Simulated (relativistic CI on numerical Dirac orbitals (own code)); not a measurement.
Radial parameters of Bi LXXVII

Method of calculation: Dirac-Coulomb-Breit CI, KLI orbitals optimised for each configuration, model QED (radiative potential, 1s self-energy scaled to tabulated hydrogen-like ionisation energies), unscaled Slater integrals (own radial code, finite nucleus).

Slater integrals F^k, G^k are unscaled and averaged over j, outside the closed core 1s2; ζ comes from projecting the Hamiltonian with its Breit term on Σ l·s of the shell.

- 2s2.2p3: F^2(2p,2p) = 1.6093e+06, ζ(2p) = 1.3103e+07 cm⁻¹; <r>(2p) = 0.05777, <r^2>(2p) = 0.004093 (bohr units).
- 2s.2p4: F^2(2p,2p) = 1.6081e+06, G^1(2s,2p) = 1.7595e+06, ζ(2p) = 1.3082e+07 cm⁻¹; <r>(2s) = 0.064, <r^2>(2s) = 0.004899, <r>(2p) = 0.05781, <r^2>(2p) = 0.0041 (bohr units).
- 2p5: ζ(2p) = 1.3061e+07 cm⁻¹; <r>(2p) = 0.05788, <r^2>(2p) = 0.004109 (bohr units).

Averages of the first 10 configurations, taken without configuration mixing, which lowers the lowest level and can move excited configurations by several eV; other configurations of the list can lie among them:

```
Configuration  Parity  States  Average energy above the lowest level (eV)
      2s2.2p3     odd      20                                      2426.7
       2s.2p4    even      30                                      4493.8
          2p5     odd       6                                      6633.5
   2s2.2p2.3s    even      30                                     14325.4
       2p4.3s    even      30                                     18454.0
       2p4.3p     odd      90                                     19047.3
   2s2.2p2.3p     odd      90                                     14933.6
       2p4.3d    even     150                                     19504.5
   2s2.2p2.3d    even     150                                     15390.4
    2s.2p3.3s     odd      80                                     16353.2
```
